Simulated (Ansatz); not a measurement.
`[SiH3]B[CH2][SnH3]`, relaxed with RKS PBE-D4/def2-SVP in Ansatz from a rough embedded geometry. The force threshold is 0.03 eV/Å; the program also tests the step.

Charge 0, multiplicity 1. Sn takes the def2 core potential.

Start:

```xyz
13

Si    1.376    0.609   -1.736
B     0.491   -0.621   -0.598
C    -0.944   -0.293   -0.088
Sn   -1.027   -0.093    2.036
H     2.670    1.071   -1.110
H     1.764   -0.078   -3.048
H     0.551    1.778   -2.069
H     0.991   -1.588   -0.268
H    -1.686   -1.141   -0.418
H    -1.349    0.646   -0.530
H     0.124    1.136    2.512
H    -0.434   -1.647    2.723
H    -2.527    0.220    2.594
```

By how much does the energy fall, and how many steps does the optimiser take? (Estimate.)

Computed: 62.57 kJ/mol, in 10 steps.

Which bonds change most? (An estimate is asked.)

Computed: Si1–B2 from 1.895 to 2.026 Å; C3–Sn4 from 2.135 to 2.254 Å; Sn4–H13 from 1.631 to 1.726 Å; B2–H8 from 1.138 to 1.223 Å.

Give the relaxed structure. (Estimate.)

Ansatz gave: 
```xyz
13

Si    1.389    0.703   -1.458
B     0.259   -0.789   -0.683
C    -1.205   -0.610   -0.305
Sn   -0.732    0.007    1.810
H     2.657    0.930   -0.669
H     1.819    0.343   -2.864
H     0.665    2.029   -1.538
H     0.803   -1.859   -0.447
H    -1.844   -1.500   -0.133
H    -1.783    0.256   -0.683
H     0.449    1.261    1.867
H    -0.230   -1.369    2.715
H    -2.247    0.598    2.388
```
